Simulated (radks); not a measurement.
Values are calculated unless marked as measured or tabulated.
Task: The rhenium ion Re63+, [Ne] 3s2. Code: a radial shooting solver on a logarithmic mesh with Libxc functionals. Model: non-relativistic Kohn-Sham, r2SCAN, spin-polarised, spherical densities, point nucleus; meta-GGA in the generalised Kohn-Sham scheme. Every spin shell is full or empty, so the densities are truly spherical. Functionals are evaluated on that one density, not self-consistently. Rank these exchange functionals by their error against the exact value of the orbitals, and give that value: LDA, PBEsol, revPBE, RPBE, PW91, PW86, WC, AM05, SOGGA, B86b, revTPSS, TASK, MVS.

Result: Exact: -133.349 hartree. From best to worst, with 100 (|E| - |E exact|)/|E exact| (equal figures are ties): B86b 0.00, RPBE -0.07, PW91 -0.18, revPBE -0.20, PW86 +0.29, MVS -0.50, revTPSS -0.76, WC -1.54, TASK -3.16, PBEsol -3.36, SOGGA -3.40, AM05 -6.62, LDA -7.56.
